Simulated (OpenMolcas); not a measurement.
Multiplet structure of As3+

```
Program             : OpenMolcas
Method              : RASSCF
Basis               : ANO-RCC-VTZP [6s5p3d1f]
Scalar Hamiltonian  : DKH2, point nucleus
Active space        : 2 electrons in 9 orbitals (RAS2 4s 4p; RAS3 4d, at most 2 electrons)
State averaging     : 2S+1 = 3 even, 3 roots; 2S+1 = 1 even, 7 roots; 2S+1 = 3 odd, 3 roots; 2S+1 = 1 odd, 3 roots
Spin-orbit coupling : state interaction with AMFI integrals over the reference wave functions, term energies averaged over their components
```

Spin-free terms above the lowest, with the occupations of the reference:

| Configuration | Term | E (cm⁻¹) | Occupations |
| --- | --- | --- | --- |
| 4s² | ¹S | 0.0 | 4s 1.93 4p 0.07 |
| 4s 4p | ³P° | 73699 | 4s 0.99 4p 1.00 |
| 4s 4p | ¹P° | 112688 | 4s 0.97 4p 1.00 4d 0.03 |
| 4p² | ¹D | 173740 | 4s 0.25 4p 1.50 4d 0.25 |
| 4p² | ³P | 178467 | 4p 1.99 4d 0.01 |

With spin-orbit coupling, above the lowest level:

| Configuration | Term | J | E (cm⁻¹) | Measured (cm⁻¹) | g | Term weight % | Second |
| --- | --- | --- | --- | --- | --- | --- | --- |
| 4s² | ¹S | 0 | 0.0 | 0.0 |  | 100 |  |
| 4s 4p | ³P° | 0 | 71557 |  |  | 100 |  |
| 4s 4p | ³P° | 1 | 72579 | 76962 | 1.501 | 100 |  |
| 4s 4p | ³P° | 2 | 74773 | 79492 | 1.501 | 100 |  |
| 4s 4p | ¹P° | 1 | 112739 | 112022 | 1.001 | 100 |  |
| 4p² | ¹D | 2 | 173474 |  | 1.021 | 96 | 4 ³P |
| 4p² | ³P | 0 | 176165 |  |  | 99 |  |
| 4p² | ³P | 1 | 177430 | 181468 | 1.501 | 100 |  |
| 4p² | ³P | 2 | 179774 | 184394 | 1.480 | 96 | 4 ¹D |

Against the 5 measured excited levels shown (Moore, Atomic Energy Levels, vol. II, NSRDS-NBS 35 (1971 reprint of NBS Circular 467, 1952)) the mean absolute deviation is 3700 cm-1; the largest miss in energy is 4s 4p ³P°₂: computed 74773, measured 79492 cm⁻¹ (-5.9 %).

Spin-orbit coupling puts the lowest level 1.6 cm⁻¹ below the lowest spin-free term.

Active for correlation alone: 4d; no level in the range computed is led by a configuration that fills it, so any true level of that kind is missing. Some terms mix strongly with configurations of 4d, whose occupation reaches 0.25 (4p² ¹D). Computed and measured levels are paired by configuration, term and J; levels that our copy of the source lacks, or whose pairing is in doubt (as where it misses far off the trend of its configuration), stay unpaired and out of the deviations. Levels of configurations outside the active space are missing. The first state left out of the spin-orbit step lies near 240000 cm-1 above the lowest spin-free state of the reference (among the parities and spins computed), and the list stops at four fifths of that energy or lower.

The term weight is that of the spin-free term in the level, not the purity of its configuration. ° marks odd parity.
